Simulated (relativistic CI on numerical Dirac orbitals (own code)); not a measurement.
# d1 to d9 in one octahedral field

Computed with a parametric ligand-field model without spin-orbit coupling, by exact diagonalisation: B = 880, C = 3680, 10Dq = 7900 cm⁻¹ (Oh; |10Dq|/B = 9.0) for every shell. Energies in cm⁻¹; the field energy is (0.6 n_e − 0.4 n_t2) × 10Dq of the ground term; g labels are left out.

| Shell | Ground term | Electrons in e | Field energy | First spin-allowed bands | Lowest term of other spin |
| --- | --- | --- | --- | --- | --- |
| d1 | 2T2 | 0.000 | -3160 | 2E 7900 |  |
| d2 | 3T1 | 0.084 | -5655 | 3T2 6860, 3A2 14760 | 1T2 13101 |
| d3 | 4A2 | 0.000 | -9480 | 4T2 7900, 4T1 13170 | 2E 16841 |
| d4 | 5E | 1.000 | -4740 | 5T2 7900 | 3T1 13253 |
| d5 | 6A1 | 2.000 | 0 | none | 4T1 21754 |
| d6 | 5T2 | 2.000 | -3160 | 5E 7900 | 3T1 12617 |
| d7 | 4T1 | 2.084 | -5655 | 4T2 6860, 4A2 14760 | 2E 9498 |
| d8 | 3A2 | 2.000 | -9480 | 3T2 7900, 3T1 13170 | 1E 13860 |
| d9 | 2E | 3.000 | -4740 | 2T2 7900 |  |

Every shell keeps the spin of the free ion. Only d4 to d7 can choose; the field needed to pair spins is smallest for d6 and largest for d5, which loses most exchange energy. In the strong-field picture 10Dq must exceed about 6B + 5C = 23680 (d4), 7.5B + 5C = 25000 (d5), 2.5B + 4C = 16920 (d6) and 4B + 4C = 18240 (d7); mixing of terms shifts these bounds somewhat. High-spin d^(n+5) repeats the spin-allowed bands of d^n, since the half-filled shell is spherical.
